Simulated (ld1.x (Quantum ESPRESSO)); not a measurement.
**Transferability test, ultrasoft potential for zinc**

ld1.x (Quantum ESPRESSO) 7.5 input, shortened:

```
&input
   title='Zn', zed=30., rel=1, dft='PZ', iswitch=3,
   config='[Ar] 3d10 4s2 4p0'
 /
 &inputp
   pseudotype=3, tm=.true., lloc=-2, rcloc=2.05,
   nlcc=.true., new_core_ps=.true., rcore=1.00,
   which_augfun='PSQ', rmatch_augfun_nc=.true.
 /
6
4S  1  0   2.00   0.00  1.95  2.30  0.0
4S  1  0   0.00   0.40  1.95  2.30  0.0
4P  2  1   0.00   0.00  2.45  3.00  0.0
4P  2  1   0.00   1.00  2.45  3.00  0.0
3D  3  2  10.00   0.00  0.85  0.95  0.0
3D  3  2   0.00  -0.20  0.85  0.95  0.0
 &test
   configts(1)='3d10 4s2 4p0'
 /
```

Energies are relative to the spin-unpolarised reference configuration 3d10 4s2 4p0; without spin polarisation the order of configurations can differ from experiment. Spin-polarised rows fill each open shell by Hund’s rule, majority spin first.

```
        valence configuration  charge  ΔE all-electron (eV)  error AE − PS (meV)
                 3d10 4s1 4p0      +1                10.190                  -10
                 3d10 4s0 4p0      +2                28.959                  -64
                  3d9 4s0 4p0      +3                69.849                 -144
               3d10 4s1.5 4p0    +0.5                 4.078                 -2.2
                  3d9 4s2 4p1       0                12.355                 -216
                  3d9 4s2 4p0      +1                18.205                 -178
3d10 4s1 4p0 (spin-polarised)      +1                 9.942                  -10
 3d9 4s0 4p0 (spin-polarised)      +3                69.578                 -121
```

(1) What are ΔE and the potential's error for 3d10 4s1 4p1?

Results:

(1) ΔE = 5.184 eV all-electron; the error (AE − PS) is -3.3 meV.
